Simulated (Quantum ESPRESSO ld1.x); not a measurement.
Values are calculated unless marked as measured or tabulated.
Q: All-electron atom: Br6+ in [Ar] 3d10 4s1. Code: ld1.x of Quantum ESPRESSO 7.5. Model: Dirac Kohn-Sham, relativistic LDA (MacDonald-Vosko exchange, VWN5 correlation), spin-unpolarised, spherical densities, point nucleus. Some entries of the table are withheld. Estimate them.

orbital,occ.,eigenvalue (hartree),<r> (bohr),<r^2> (bohr^2)
1s1/2,2,-490.202,0.04289,0.002477
2s1/2,2,-66.7638,0.1898,0.04254
2p1/2,2,-60.5731,0.1630,(1)
2p3/2,4,-58.8387,0.1669,(2)
3s1/2,2,-11.9972,(3),0.3499
3p1/2,2,-9.82794,(4),0.3613
3p3/2,4,-9.57560,(5),0.3746
3d3/2,4,-5.77537,0.5771,0.4093
3d5/2,6,-5.73451,0.5809,0.4144
4s1/2,1,-3.54411,1.421,2.270

A: 
(1) 2p1/2 <r^2> (bohr^2): 0.03261
(2) 2p3/2 <r^2> (bohr^2): 0.03406
(3) 3s1/2 <r> (bohr): 0.5515
(4) 3p1/2 <r> (bohr): 0.5555
(5) 3p3/2 <r> (bohr): 0.5658
